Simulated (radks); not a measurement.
Ionisation of neutral nickel, [Ar] 3d8 4s2, to [Ar] 3d9 as the strength of local exchange is varied. Method: scalar-relativistic Kohn-Sham, Slater X-alpha exchange (alpha = 2/3 is LDA exchange), no correlation, spin-unpolarised, spherical densities, point nucleus; computed with a radial shooting solver on a logarithmic mesh with Libxc functionals.

alpha  E(Ni) (hartree)  exchange (hartree)  IE (eV)  -e of the level emptied (eV)  <r> of it (bohr)
0.667      -1515.66487           -58.25264    5.899                    4.865 (4s)             2.843
0.69       -1517.67643           -60.34488    5.815                    5.008 (4s)             2.826
0.721      -1520.39206           -63.17355    5.695                    5.204 (4s)             2.803
0.797      -1527.07111           -70.15051    5.363                    5.696 (4s)             2.749
0.92       -1537.94480           -81.56850    4.719                    6.531 (4s)             2.667

NIST Atomic Spectra Database: 7.640 eV (measured). The central value is not met in this range of alpha. Spin polarisation and multiplet splitting are left out, so open shells lie too high by an amount that depends on their filling.

Beside tabulated values, note that spin-unpolarised runs miss the spin-polarisation part of the exchange energy of open shells.
